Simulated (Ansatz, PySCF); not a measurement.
FH7OSi3, SMILES O[SiH2][Si@@H]([SiH3])F. Atoms are numbered in the order given.

```xyz
12

O     -0.4437     2.1324    -0.4600
Si    -1.2711     1.0777     0.5463
Si    -0.2611    -0.9656    -0.0129
F     -0.1598    -1.9082     1.3246
Si     1.8842    -0.4663    -0.8217
H     -0.6442     3.0705    -0.3897
H     -1.0463     1.3920     1.9943
H     -2.7485     1.1245     0.3009
H     -1.0452    -1.7266    -1.0345
H      2.6038     0.4159     0.1454
H      2.6819    -1.7152    -1.0240
H      1.7404     0.2388    -2.1310
```
Charge 0, spin multiplicity 1.

Coordinates come from a PBE0-D3(BJ)/def2-SVP optimisation. The structure was generated by enumeration; whether it is a known compound was not checked. One conformer was computed; it need not be the lowest.

Two levels are set side by side: PBE-D3(BJ)/def2-SVP (Ansatz, a first-principles code) and PBE0-D3(BJ)/def2-SVP (Ansatz). Each level has its own optimised geometry; the coordinates shown are those of the second. Frequencies come from the Hessian of PySCF at each geometry. Differences are taken from unrounded values.

| quantity | PBE0-D3(BJ) |
|---|---|
| mean bond length (Å) | 1.632 |
| bond O1–Si2 (Å) | 1.676 |
| bond Si2–Si3 (Å) | 2.347 |
| bond Si3–F4 (Å) | 1.639 |
| bond Si3–Si5 (Å) | 2.346 |
| bond O1–H6 (Å) | 0.962 |
| bond Si2–H7 (Å) | 1.499 |
| bond Si2–H8 (Å) | 1.498 |
| bond Si3–H9 (Å) | 1.496 |
| bond Si5–H10 (Å) | 1.494 |
| bond Si5–H11 (Å) | 1.496 |
| bond Si5–H12 (Å) | 1.494 |
| highest harmonic wavenumber (cm⁻¹) | 3923 |
| mean harmonic wavenumber (cm⁻¹) | 997 |
| zero-point energy (kcal/mol) | 42.75 |

Question: What does PBE-D3(BJ) give, and how far is it from PBE0-D3(BJ)? (The exact figures need the calculation; the answer reports its results.)

Answer: 
```json
[
 {"quantity": "mean bond length (Å)", "PBE-D3(BJ)": "1.643", "PBE-D3(BJ) minus PBE0-D3(BJ)": "0.011"},
 {"quantity": "bond O1–Si2 (Å)", "PBE-D3(BJ)": "1.692", "PBE-D3(BJ) minus PBE0-D3(BJ)": "0.016"},
 {"quantity": "bond Si2–Si3 (Å)", "PBE-D3(BJ)": "2.355", "PBE-D3(BJ) minus PBE0-D3(BJ)": "0.008"},
 {"quantity": "bond Si3–F4 (Å)", "PBE-D3(BJ)": "1.654", "PBE-D3(BJ) minus PBE0-D3(BJ)": "0.014"},
 {"quantity": "bond Si3–Si5 (Å)", "PBE-D3(BJ)": "2.355", "PBE-D3(BJ) minus PBE0-D3(BJ)": "0.008"},
 {"quantity": "bond O1–H6 (Å)", "PBE-D3(BJ)": "0.973", "PBE-D3(BJ) minus PBE0-D3(BJ)": "0.011"},
 {"quantity": "bond Si2–H7 (Å)", "PBE-D3(BJ)": "1.510", "PBE-D3(BJ) minus PBE0-D3(BJ)": "0.011"},
 {"quantity": "bond Si2–H8 (Å)", "PBE-D3(BJ)": "1.513", "PBE-D3(BJ) minus PBE0-D3(BJ)": "0.014"},
 {"quantity": "bond Si3–H9 (Å)", "PBE-D3(BJ)": "1.508", "PBE-D3(BJ) minus PBE0-D3(BJ)": "0.012"},
 {"quantity": "bond Si5–H10 (Å)", "PBE-D3(BJ)": "1.502", "PBE-D3(BJ) minus PBE0-D3(BJ)": "0.008"},
 {"quantity": "bond Si5–H11 (Å)", "PBE-D3(BJ)": "1.506", "PBE-D3(BJ) minus PBE0-D3(BJ)": "0.010"},
 {"quantity": "bond Si5–H12 (Å)", "PBE-D3(BJ)": "1.506", "PBE-D3(BJ) minus PBE0-D3(BJ)": "0.012"},
 {"quantity": "highest harmonic wavenumber (cm⁻¹)", "PBE-D3(BJ)": "3752", "PBE-D3(BJ) minus PBE0-D3(BJ)": "-171"},
 {"quantity": "mean harmonic wavenumber (cm⁻¹)", "PBE-D3(BJ)": "961", "PBE-D3(BJ) minus PBE0-D3(BJ)": "-35"},
 {"quantity": "zero-point energy (kcal/mol)", "PBE-D3(BJ)": "41.23", "PBE-D3(BJ) minus PBE0-D3(BJ)": "-1.52"}
]
```

GGA bonds tend to be longer and softer than those of functionals with exact exchange. Differences between two approximate levels are no errors against the true value.
